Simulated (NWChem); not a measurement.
System: C3H3F3; SMILES F[C@H]1CC1(F)F

NWChem input:

```
start job
memory heap 200 mb stack 900 mb global 1100 mb
geometry units angstroms noautosym nocenter noautoz
  F     -0.373954    -1.840889     0.378359
  C      0.491368    -0.809935     0.326445
  C      0.789551    -0.197714    -1.031476
  C     -0.027116     0.530300    -0.029297
  F     -1.332043     0.683566    -0.245497
  F      0.482694     1.604766     0.580682
  H      1.301555    -0.879083     1.060894
  H      1.808605     0.138073    -1.238742
  H      0.235440    -0.624062    -1.872378
end
basis spherical
  * library def2-svp
end
dft
  xc b3lyp
  iterations 150
end
cosmo
  dielec 46.7
end
task dft energy
```

Coordinates come from a PBE0/def2-SVP optimisation. B3LYP is NWChem's, with the RPA form of VWN correlation.

Level: B3LYP/def2-SVP with COSMO at NWChem's default radii, gas-phase geometry; the question gives the dielectric constant.

**Question.** What results follow from this input? (B3LYP/def2-SVP, COSMO on the gas-phase geometry.) Quantities: electrostatic solvation energy (kcal/mol); dipole in solution (D).

**Answer.** The electrostatic solvation energy (kcal/mol) is -3.3. The dipole in solution (D) is 2.45.
